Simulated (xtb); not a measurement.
C2H7Si, SMILES C[SiH]C (connectivity only; charge and spin as stated), charge +1, multiplicity 1. All values are semi-empirical tight-binding results from xtb (GFN2-xTB unless named), good for trends rather than for accurate numbers. Coordinates come from a GFN2-xTB optimisation. The spin state was assumed, not searched. The isomer is the one that the SMILES or the coordinates give; other isomers of the formula were not compared.

Optimised geometry:

```xyz
10

C     -1.6282     0.4153     0.2427
Si    -0.0153    -0.4614    -0.1339
C      1.6518     0.3852    -0.0094
H     -1.8095     1.2338    -0.4564
H     -2.4863    -0.2587     0.1837
H     -1.6230     0.8516     1.2434
H     -0.0513    -1.8571    -0.5437
H      2.1845     0.3643    -0.9629
H      2.2987    -0.1083     0.7195
H      1.5597     1.4317     0.2912
```
Charge +1, spin multiplicity 1.

A frequency run showed that this geometry is not a minimum.

Estimate the properties. (An estimate is asked for; the answer gives what the named calculation found.)


```json
{
 "orbital_gap": "4.20 eV",
 "static polarisability (D4 model)": "57.1 bohr³",
 "solvation energy, GFN2-xTB/ALPB(water)": "-52.8 kcal/mol",
 "solvation energy, GFN2-xTB/ALPB(acetonitrile)": "-47.5 kcal/mol"
}
```

Give the atomic charges and the Wiberg bond orders between heavy atoms. (Estimate from the structure and the level; the computed values follow.)

charges (e) C1 -0.21, Si2 0.59, C3 -0.22, H4 0.13, H5 0.13, H6 0.13, H7 0.05, H8 0.13, H9 0.13, H10 0.13. Bond orders C1–Si2 1.08, Si2–C3 1.08.
